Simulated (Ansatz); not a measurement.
`C=C(N)I`. The species carries charge 0 and has multiplicity 1. Correlated methods include outer-core shells of I, which these sets cover unevenly. I takes the def2 core potential.

```xyz
8

C    -0.300    0.584   -1.031
C     0.286    0.134    0.074
N    -0.284   -0.633    1.065
I     2.258    0.693    0.518
H     0.196    1.265   -1.704
H    -1.315    0.277   -1.267
H     0.332   -1.280    1.531
H    -1.173   -1.041    0.815
```

Q: Give the diagnostics of a CCSD(T)/def2-TZVPP run (frozen core, Ansatz). (Estimate.)

A: Ansatz gave: T1 = 0.0100, largest single amplitude 0.025, largest double 0.063, (T) share of the correlation energy 3.4 %, 10 CCSD cycles. The RHF solution is stable towards an unrestricted one. T1 lies under the customary mark of 0.02 for closed shells.
